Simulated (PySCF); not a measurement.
Positional isomers: butadiene methyl+boryl. Gas-phase values, no solvent. One relaxed conformer stands for each flexible species; it need not be the lowest. Strings in code marks are SMILES.

The four lowest singlet excitations (Tamm–Dancoff). The numbers are results of PBE-D3(BJ)/def2-TZVP // CAM-B3LYP-D3(BJ)/def2-TZVP (PySCF), not measurements. Excitations are Tamm–Dancoff values on a coarser integration grid. The basis has no diffuse functions, so Rydberg states are missing or too high.

```json
[
 {"state": "S1", "energy (eV)": "4.27", "wavelength (nm)": "291", "oscillator strength": "0.349"},
 {"state": "S2", "energy (eV)": "4.43", "wavelength (nm)": "280", "oscillator strength": "0.000"},
 {"state": "S3", "energy (eV)": "4.74", "wavelength (nm)": "261", "oscillator strength": "0.001"},
 {"state": "S4", "energy (eV)": "5.59", "wavelength (nm)": "222", "oscillator strength": "0.214"}
]
```

Identify which member gives these states.
(A) `B/C(C)=C\C=C`
(B) `B/C=C/C=C\C`
(C) `B/C=C\C=C/C`
(D) `BC(=C)/C=C\C`

A, `B/C(C)=C\C=C`
